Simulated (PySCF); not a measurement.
# C4H2F2O2: core ionisation energies

Compound: C4H2F2O2.
Numbering: `[O:1]=[CH:2][C:3]1=[CH:4][C:5]([F:6])([F:7])[O:8]1`

Computed with delta-SCF UKS SCAN, pcX-2 on the ionised atom, pcseg-1 elsewhere, spin-free X2C in PySCF 2.14.0. Binding energies are ΔSCF values: E(core-ionised, relaxed orbitals) − E(ground state) at a fixed geometry, referred to the vacuum level.

Problem. What binding energy does each computed site have?

Solution. 
| atom(s) | environment | level | binding energy (eV) | above the level's lowest (eV) | count |
| --- | --- | --- | --- | --- | --- |
| C4 | alkene CH carbon | C 1s | 291.57 | 0.00 | 1 |
| C3 | vinylic carbon bearing oxygen | C 1s | 293.57 | +2.00 | 1 |
| C5 | CF2 carbon | C 1s | 297.97 | +6.40 | 1 |
| O1 | aldehyde oxygen | O 1s | 538.67 | 0.00 | 1 |
| O8 | cyclic ether oxygen | O 1s | 540.03 | +1.36 | 1 |
| F6/F7 | fluorine of a CF2 group | F 1s | 694.21 | 0.00 | 2 |

The listed C 1s values span 6.40 eV, from C4 (bonded to C (double bond), C and H) to C5 (bonded to 2 F, O and C).

The listed O 1s values span 1.36 eV, from O1 (bonded to C (double bond)) to O8 (bonded to 2 C). Summing the Pauling electronegativity differences to the bonded atoms, each weighted by its formal bond order, gives -1.78 for the lowest site and -1.78 for the highest; the sum is the same at every site.

Problem. Which effective nuclear charge Zeff reproduces each element's mean 1s value in the hydrogen-like formula E = 13.606 eV × Zeff²?

Solution. C (Z = 6): mean 294.4 eV, Zeff = 4.65, Z − Zeff = 1.35; O (Z = 8): mean 539.3 eV, Zeff = 6.30, Z − Zeff = 1.70; F (Z = 9): mean 694.2 eV, Zeff = 7.14, Z − Zeff = 1.86. Means run over the listed sites, weighted by atom count.

Problem. What is the longest wavelength that can ionise C 1s of C3 vertically?

Solution. λ = hc/E = 12398.42 eV Å / 293.57 eV = 42.233 Å.

Atoms equivalent by their bonding share one computed value, that of the first of them. The list is incomplete; no value stands for C 1s of C2 (hole states with ⟨S²⟩ of 1 or more are left out). The unrestricted hole states depart most from a pure doublet (⟨S²⟩ = 0.75; over 0.85 named) for C 1s of C3 (0.93), which makes this value less certain. The structure is a single GFN2-xTB conformer in the gas phase; no vibrational or solvent corrections.

Conformer computed: `[O:1]=[CH:2][C:3]1=[CH:4][C:5]([F:6])([F:7])[O:8]1`: O1–C2–C3–C4 0°.
